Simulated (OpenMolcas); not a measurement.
Xe5+: the spin-orbit constant, worked from levels

```json
{
 "Program": "OpenMolcas 26.06",
 "Basis": "ANO-RCC-VQZP [8s7p5d3f2g]",
 "Scalar Hamiltonian": "DKH2, point nucleus",
 "Active space": "1 electron in 9 orbitals (RAS2 5p; RAS3 5d 6s, at most 1 electron)",
 "State averaging": "2S+1 = 2 odd, 3 roots; 2S+1 = 2 even, 6 roots",
 "Spin-orbit coupling": "RASSI with atomic mean-field integrals over the reference wave functions, term energies averaged over their components"
}
```

Methods: RASSCF; SS-RASPT2, IPEA 0.25 Eh, imaginary shift 0.1 Eh (closed shells correlated: 4d 5s). Measured levels: Saloman, J. Phys. Chem. Ref. Data 33, 765 (2004).

**The spin-orbit constant.** For the Hund term ²P° of p1, E(J) = (A/2) J(J+1) + constant and ζ = 2S·A = A. From J = 1/2 to J = 3/2 the energy changes by 1.5 A.

```
   Source  E(3/2) - E(1/2)        A      ζ
   RASSCF          13897.4   9264.9   9265
SS-RASPT2          13897.4   9264.9   9265
 measured          15599.0  10399.3  10399
```

All in cm-1. SS-RASPT2 is off by -10.9 % and RASSCF by -10.9 %. Both methods take the spin-orbit matrix elements from the reference wave functions, so the second can move ζ only through the term energies and any multistate remixing.

Over all roots computed the reference weight is 0.88 to 0.93 in SS-RASPT2; the roots of lowest weight are the least certain, and an intruder state may touch them. With one active electron the reference holds no correlation, so core polarisation is missing (holds for RASSCF). With one active electron, CASPT2 adds the correlation within the correlated inactive shells and between them and that electron, and leaves the splitting within a term as the reference gives it (holds for SS-RASPT2). Measured partners are found by configuration, term and J. A level has none where our copy of the source lacks it or the pairing is in doubt (some pairs that miss far off the trend of their configuration count as doubtful), and it then counts in no deviation. Levels of configurations outside the active space are missing.

° marks odd parity.
